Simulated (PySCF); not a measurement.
## How methods differ on the excitation energy of Ti²⁺

Ti²⁺ [Ar] 3d2 (3F) → Ti²⁺ [Ar] 3d1 4s1 (3D), as a difference of total energies. Calculation: PySCF 2.14, in x2c-TZVPPall (6s5p4d2f1g, 64 functions); scalar relativity by spin-free X2C-1e. Correlated levels: valence and next inner shell: [Ne] frozen. The calculations carry no spin-orbit coupling.

| method | excitation energy (eV) |
| --- | --- |
| UHF | 4.656 |
| MP2 (valence and next inner shell) | 4.576 |
| SCS-MP2 (valence and next inner shell) | 4.617 |
| CCSD (valence and next inner shell) | 4.564 |
| CCSD(T) (valence and next inner shell) | 4.543 |

How much does correlation contribute at CCSD(T) (valence and next inner shell)?

4.543 − (4.656) = -0.113 eV, measured against UHF.

The basis was made for the ground configuration and has no added diffuse functions, so the excitation energy can come out too high.
